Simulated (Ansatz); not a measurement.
Z-matrix (Å, degrees):
```
Si
N 1 1.730
O 1 1.641 2 113.3
H 1 1.477 2 110.5 3 115.9
H 1 1.484 2 105.0 3 -122.6
Si 2 1.694 1 128.9 3 114.1
H 2 1.013 1 115.3 3 -66.4
H 3 0.958 1 118.2 2 -60.6
F 6 1.588 2 110.6 1 -126.9
F 6 1.587 2 111.7 1 117.2
H 6 1.469 2 110.8 1 -5.0
```

Total charge 0; spin multiplicity 1.

Q: List the r2SCAN/def2-TZVPP orbital energies in eV (Ansatz 0.2.0). (Best estimate.)

A: Ansatz gave: Occupied: -1792.94, -1791.91, -666.30, -666.28, -516.08, -385.41, -143.15, -142.24, -98.06, -98.03, -97.98, -97.12, -97.10, -97.07, -31.73, -31.21, -26.70, -22.75, -14.91, -14.51, -13.24, -12.45, -12.29, -11.75, -11.07, -10.78, -10.41, -10.32, -9.91, -9.35, -8.70, -8.13, -7.50. Lowest empty: -0.06, 0.31, 0.89, 0.97, 1.67, 2.01, 2.24, 2.62.
